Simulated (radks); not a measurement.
Question: All-electron atom: the palladium ion Pd4+ in [Ar] 3d10 4s1.5 4p6 4d6 4f0.5 (fractional occupations, a model configuration). Calculated with a radial shooting solver on a logarithmic mesh with Libxc functionals: scalar-relativistic Kohn-Sham, PBE, spin-polarised, spherical densities, point nucleus; open shells are filled with parallel spins first (spin-orbit coupling, left out, can overturn this in heavy ions). Some entries of the table are withheld. Estimate them.

orbital,occ.,eigenvalue (Ry),r(max) (bohr),<1/r> (bohr^-1)
1s up,1,-1781.059,0.02066,48.24
1s down,1,-1781.048,0.02066,48.24
2s up,1,-264.2160,0.1168,10.94
2s down,1,-264.1447,0.1168,10.94
2p up,3,-237.3778,0.09340,10.58
2p down,3,-237.3218,0.09339,10.58
3s up,1,-51.56951,0.3417,3.829
3s down,1,-51.52571,0.3418,3.829
3p up,3,-42.75255,0.3348,3.648
3p down,3,-42.70345,0.3349,3.648
3d up,5,(1),0.2821,3.421
3d down,5,(2),0.2823,3.422
4s up,1,-10.96408,0.8463,1.482
4s down,0.5,-10.64146,0.8439,1.487
4p up,3,-8.37970,0.8996,1.345
4p down,3,-8.05131,0.8971,1.348
4d up,5,-4.58779,1.029,1.078
4d down,1,-4.27169,1.029,1.070
4f up,0.5,-1.51482,2.136,0.4863

Answer: 
(1) 3d up eigenvalue (Ry): -28.76366
(2) 3d down eigenvalue (Ry): -28.69348
